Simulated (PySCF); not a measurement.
Species: C5H7F3.
Numbering: `[CH2:1]=[CH:2][C:3]([F:4])([CH2:5][F:6])[CH2:7][F:8]` (hydrogens: H9, H10 on C1; H11 on C2; H12, H13 on C5; H14, H15 on C7)

A GFN2-xTB structure was refined with PBE0-D3(BJ)/def2-SVP geometry optimisation, gas phase in PySCF. Its GFN2-xTB values:

```
 coordinate  GFN2-xTB
      C1=C2   1.319 Å
      C1–H9   1.077 Å
     C1–H10   1.076 Å
      C2–C3   1.506 Å
     C2–H11   1.080 Å
      C3–F4   1.385 Å
      C3–C5   1.539 Å
      C5–F6   1.367 Å
     C5–H12   1.094 Å
     C5–H13   1.094 Å
   C1–C2–C3    124.1°
   C2–C3–F4    110.2°
   C2–C3–C5    111.3°
   C3–C5–F6    110.0°
   C3–C7–F8    111.2°
   F4–C3–C5    106.1°
   F4–C3–C7    108.3°
   C5–C3–C7    111.2°
C1–C2–C3–F4       -4°
C2–C3–C5–F6      -56°
```

Task: How do these coordinates change at the PBE0-D3(BJ)/def2-SVP level?

Result: 
| coordinate | PBE0-D3(BJ)/def2-SVP (Å or °) | change |
| --- | --- | --- |
| C1–H10 | 1.092 | +0.016 |
| C1–H9 | 1.093 | +0.016 |
| C2–H11 | 1.095 | +0.015 |
| C3–C5 | 1.526 | -0.013 |
| C1=C2 | 1.331 | +0.012 |
| C5–H13 | 1.101 | +0.007 |
| C5–H12 | 1.101 | +0.007 |
| C2–C3 | 1.500 | -0.006 |
| C3–F4 | 1.380 | -0.005 |
| C5–F6 | 1.370 | +0.003 |
| C3–C5–F6 | 109.1 | -0.9 |
| C1–C2–C3 | 123.4 | -0.7 |
| C3–C7–F8 | 110.7 | -0.5 |
| F4–C3–C5 | 105.6 | -0.5 |
| C2–C3–C5 | 111.6 | +0.3 |
| F4–C3–C7 | 108.1 | -0.2 |
| C2–C3–F4 | 110.3 | +0.1 |
| C5–C3–C7 | 111.2 | 0.0 |
| C1–C2–C3–F4 | -8 | -4 |
| C2–C3–C5–F6 | -60 | -4 |

The energy falls by 5.3 kJ/mol over 8 energy and gradient evaluations, the largest force component goes from 0.0176 to 1.5e-04 Eh/bohr, and the atoms move by 0.062 Å rms after alignment. Among the bonds, C3–C7, C1–H9, C1–H10 and C2–H11 change most and about equally (-0.016 to +0.016 Å). Bonds longer at the end by more than 0.005 Å: 8 of 14; shorter: 4. Rotational constants go from 2364, 1725, 1305 to 2430, 1724, 1325 MHz.

The run used 147 basis functions and 53 SCF cycles in all.

Stationary, but not proved a minimum. One conformer, not necessarily the lowest.

Conformer computed: `[CH2:1]=[CH:2][C:3]([F:4])([CH2:5][F:6])[CH2:7][F:8]`: C1–C2–C3–F4 -8°, C2–C3–C5–F6 -60°, C2–C3–C7–F8 173°.
